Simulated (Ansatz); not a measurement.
Z-matrix (Å, degrees):
```
Al
O 1 1.677
Cl 1 2.080 2 121.5
Cl 1 2.070 2 118.5 3 -179.9
H 2 0.956 1 123.2 3 -0.1
```

The species carries charge 0 and has multiplicity 1.

Q: List the CAM-B3LYP/def2-TZVPP orbital energies in eV (the Gaussian-basis code of Ansatz). (Best estimate.)

A: The calculation gave: Occupied: -2764.49, -2764.43, -1528.08, -522.72, -259.28, -259.22, -198.30, -198.24, -198.21, -198.20, -198.15, -198.13, -116.03, -76.75, -76.63, -76.58, -29.41, -24.79, -24.48, -16.37, -13.69, -12.53, -11.82, -11.81, -11.21, -11.12, -10.98, -10.68. Lowest empty: -0.07, 0.53, 1.99, 3.00, 3.64, 4.16, 5.25, 5.40.
